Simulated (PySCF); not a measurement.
# Continuum solvent and chemical shifts

Structure with atom numbers: `[NH2:1][c:2]1[cH:3][cH:4][c:5]([F:6])[cH:7][cH:8]1`; H(Xn) means a hydrogen on atom n.

GIAO PBE0/pcSseg-1 in PySCF 2.14 on one PBE0-D3(BJ)/def2-SVP conformer, non-relativistic, equivalent nuclei averaged. Solvents enter as an IEF-PCM continuum (cyclohexane with ε = 2.0, chloroform with ε = 4.7, tetrahydrofuran with ε = 7.4) around the gas-phase geometry. Shifts are referred to TMS, CFCl3 computed in the same medium.

Gas phase, δ in ppm: C5 162.0, C2 147.4, C4/C7 121.5, C3/C8 117.3, F6 -130.4, H(C4)/H(C7) 6.92, H(C3)/H(C8) 6.49, H(N1) 2.93. Dipole moment 3.11 D.

Problem. How does each δ change in the continuum?

Solution. 
```json
{"atoms": "C5", "environment": "aromatic carbon bearing fluorine", "Δδ, cyclohexane": "-0.1", "Δδ, chloroform": "-0.2", "Δδ, tetrahydrofuran": "-0.2"}
{"atoms": "C2", "environment": "aromatic carbon bearing nitrogen", "Δδ, cyclohexane": "+1.3", "Δδ, chloroform": "+2.3", "Δδ, tetrahydrofuran": "+2.7"}
{"atoms": "C4/C7", "environment": "aromatic CH", "Δδ, cyclohexane": "+0.4", "Δδ, chloroform": "+0.6", "Δδ, tetrahydrofuran": "+0.7"}
{"atoms": "C3/C8", "environment": "aromatic CH", "Δδ, cyclohexane": "+0.6", "Δδ, chloroform": "+1.2", "Δδ, tetrahydrofuran": "+1.4"}
{"atoms": "F6", "environment": "aryl fluorine", "Δδ, cyclohexane": "-2.9", "Δδ, chloroform": "-4.8", "Δδ, tetrahydrofuran": "-5.3"}
{"atoms": "H(C4)/H(C7)", "environment": "hydrogen on an aromatic CH", "Δδ, cyclohexane": "+0.07", "Δδ, chloroform": "+0.14", "Δδ, tetrahydrofuran": "+0.16"}
{"atoms": "H(C3)/H(C8)", "environment": "hydrogen on an aromatic CH", "Δδ, cyclohexane": "+0.11", "Δδ, chloroform": "+0.22", "Δδ, tetrahydrofuran": "+0.26"}
{"atoms": "H(N1)", "environment": "hydrogen on an aniline-type nitrogen", "Δδ, cyclohexane": "+0.27", "Δδ, chloroform": "+0.48", "Δδ, tetrahydrofuran": "+0.56"}
```

Changes are relative to the gas phase. The dipole moment becomes 3.48 D in cyclohexane, 3.77 D in chloroform, 3.87 D in tetrahydrofuran.

Problem. Which nuclei move most (in ppm), and what does the model miss?

Solution. F6 (aryl fluorine, -5.3 ppm) in tetrahydrofuran. A continuum only polarises the solute; specific hydrogen bonds, the anisotropy of aromatic solvents and changes of geometry or conformer are outside it.

Measured shifts for comparison: C5: 156.7 (CDCl3), 154.2 (DMSO-d6). Source: Viesser, Ducati, Tormena, Autschbach, PCCP 2018 (ESI).
